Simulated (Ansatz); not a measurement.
A nudged elastic band was laid between two geometries of CH7NSSiSn (12 atoms, charge 0, multiplicity 1).

The calculation used RKS PBE0-D4/def2-SVP (Ansatz 0.2.0).

| Quantity | Value |
| --- | --- |
| movable images | 5 |
| climbing image | yes |
| spring | 5.0 eV/Å² |
| optimiser | quadratic models (default) |
| start path | IDPP |
| force threshold | 0.05 eV/Å |
| iteration limit | 60 |
| end points | relaxed |

First end point:

```xyz
12
Properties=species:S:1:pos:R:3
C -1.020 0.137 1.523
Si -0.051 -0.398 0.025
N 1.127 -1.550 0.483
S -0.977 -0.738 -1.818
Sn 0.446 1.424 -1.691
H -1.569 -0.726 1.933
H -0.355 0.533 2.307
H -1.745 0.917 1.251
H 1.655 -2.051 -0.221
H 1.604 -1.513 1.376
H 1.592 1.228 -2.961
H -0.629 2.681 -2.172
```

Last end point:

```xyz
12
Properties=species:S:1:pos:R:3
C -1.021 0.135 1.523
Si -0.051 -0.398 0.024
N 1.126 -1.551 0.481
S -0.978 -0.735 -1.818
Sn 0.446 1.427 -1.688
H -1.567 -0.730 1.933
H -0.357 0.533 2.306
H -1.748 0.912 1.250
H 1.603 -1.514 1.375
H 1.657 -2.050 -0.223
H 1.593 1.230 -2.957
H -0.626 2.687 -2.171
```

**Question.** What changes between the two ends?

**Answer.** No bond is made or broken. The height of N3 over the plane of its neighbours goes from 0.15 to -0.15 Å. The two ends are copies of one structure, up to a mirror image or an exchange of like atoms.

**Question.** What energy profile does the band end with?

**Answer.** It converged. The highest image is number 3 of 0 to 6, 0.187 eV above the ends, which have the same energy within 2 meV. A vibrational analysis at the climbing image gives one clearly imaginary mode, 250i cm⁻¹: a first-order saddle point.

```tsv
image	path coordinate (Å)	energy (eV)	height of N3 over the plane of its neighbours (Å)
0	0.00	0.000	0.15
1	0.56	0.044	0.22
2	1.13	0.141	0.27
3	1.69	0.187	0.29
4	2.44	0.130	0.27
5	3.19	0.065	0.13
6	3.93	0.000	-0.15
```

**Question.** What is the geometry of the highest image?

**Answer.** 
```xyz
12
Properties=species:S:1:pos:R:3:forces:R:3
C -1.246 -0.076 1.433 0.01 -0.01 -0.02
Si -0.012 -0.346 0.062 -0.02 0.00 -0.02
N 1.263 -1.419 0.545 -0.01 0.03 0.02
S -0.847 -0.548 -1.890 0.01 -0.01 0.02
Sn 0.560 1.527 -1.494 0.01 0.01 0.02
H -1.740 -1.037 1.652 -0.01 0.00 0.01
H -0.747 0.268 2.351 0.01 0.00 -0.01
H -2.016 0.648 1.133 0.00 0.00 0.00
H 1.211 -2.370 0.191 0.00 -0.01 -0.01
H 2.213 -1.076 0.449 0.00 -0.02 -0.01
H 1.864 1.478 -2.604 0.00 0.00 0.00
H -0.426 2.895 -1.793 0.00 -0.01 -0.01
```

**Question.** What are the harmonic wavenumbers there?

**Answer.** 250i, 111, 146, 166, 191, 225, 244, 334, 343, 449, 452, 458, 544, 707, 730, 749, 800, 840, 870, 1255, 1415, 1418, 1539, 1911, 1922, 3056, 3159, 3188, 3586, 3685 cm⁻¹.

The band took 6 iterations and of the order of 6 core-minutes.

The run took 3.1 min on 2 threads of Arm Neoverse V1, with other jobs on the host, peak memory 0.34 GiB.
